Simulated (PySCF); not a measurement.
Write Cartesian coordinates for `[Cl][GeH2][NH][GeH3]` as optimised with PBE0-D3(BJ)/def2-SVP.

```
atom  x, y, z in Å
Cl1    2.6324   -0.4800    1.6300
Ge2    1.9049    0.2222   -0.3021
N3     0.2967    1.0418   -0.1270
Ge4   -1.2720    0.1661    0.2994
H5     2.9393    1.2304   -0.8170
H6     1.7293   -1.0290   -1.1682
H7     0.3525    2.0029    0.2012
H8    -1.1494   -1.2320   -0.3276
H9    -1.4819    0.0482    1.8228
H10   -2.4437    0.9490   -0.3202
```

Orientation and origin are arbitrary. Atoms count from 1 in this order. The 2 Ge–N bonds span 1.814 Å (Ge2–N3, drawn single) to 1.846 Å (N3–Ge4, drawn single), a spread of 0.032 Å. Ge2 (germanium bonded to Cl, N and 2 H) is distorted tetrahedral (angles from 106.0° to 115.1°). N3 (nitrogen bonded to 2 Ge and H) has angles 124.2°, 114.9° and 114.2°, sum 353.2°, 0.22 Å off the plane of its three neighbours. Ge4 (germanium bonded to N and 3 H) is distorted tetrahedral (angles from 105.6° to 112.3°).

Bonds between heavy atoms (Å): Cl1–Ge2 2.181, Ge2–N3 1.814, N3–Ge4 1.846.

Computed, not measured: PBE0-D3(BJ)/def2-SVP geometry optimisation, gas phase in PySCF 2.14.0.

Point group: C1 (no symmetry element, even within 0.4 Å). Whether it is a minimum is left open (no frequencies). The numbers are those of one conformer (Cl1–Ge2–N3–Ge4 -69°).

The run took 2.2 min on Arm Neoverse V1, one thread, on a shared host, and the process peaked at 0.52 GiB of memory. That covers the optimisation of the geometry.
